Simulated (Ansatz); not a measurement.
Total energies of the cluster Cu₂Sn (the lowest singlet isomer of a short search) from Ansatz at PBE-D4/def2-TZVP, gas phase (1 Eh = 27.2114 eV = 2625.5 kJ/mol). The reference geometry is relaxed at PBE-D4/def2-TZVP.

```
atom    x (Å)    y (Å)    z (Å)
 Cu1   1.1311  -0.3245  -0.8703
 Cu2  -0.4348   1.3815   0.2106
 Sn3  -0.6963  -1.0570   0.6597
```

```
                 state                     geometry  energy (Eh)
      charge 0 singlet                    reference  -3494.91604
      charge 1 doublet                    reference  -3494.66256
      charge 0 triplet  relaxed at PBE-D4/def2-TZVP  -3494.90225
      charge 0 quintet  relaxed at PBE-D4/def2-TZVP  -3494.81285
free Cu atom (doublet)                            –  -1640.24447
free Sn atom (triplet)                            –   -214.24935
```

In the def2 sets Sn takes a core potential; there is no spin–orbit coupling.

Task: Work out the vertical ionisation energy to the doublet.

Result: E(charge 1 doublet) − E(charge 0 singlet) = -3494.66256 − (-3494.91604) = 0.25348 Eh = 6.90 eV. For comparison, −ε of the highest occupied level is 4.36 eV at this level, 2.54 eV less.

Task: Which of the charge 0 states is lowest, and how far above it are the others?

Result: The singlet. triplet: -3494.90225 − (-3494.91604) = 0.01379 Eh = 36.2 kJ/mol; quintet: -3494.81285 − (-3494.91604) = 0.10319 Eh = 270.9 kJ/mol.

Task: What is the binding energy per atom against free atoms?

Result: Atoms: 2 × (-1640.24447) + 1 × (-214.24935) = -3494.73829 Eh. Binding: -3494.73829 − (-3494.91604) = 0.17775 Eh = 4.84 eV, or 1.61 eV for each of 3 atoms (no zero-point energy, no counterpoise term).

The structure comes from a short search, and lower isomers may exist.
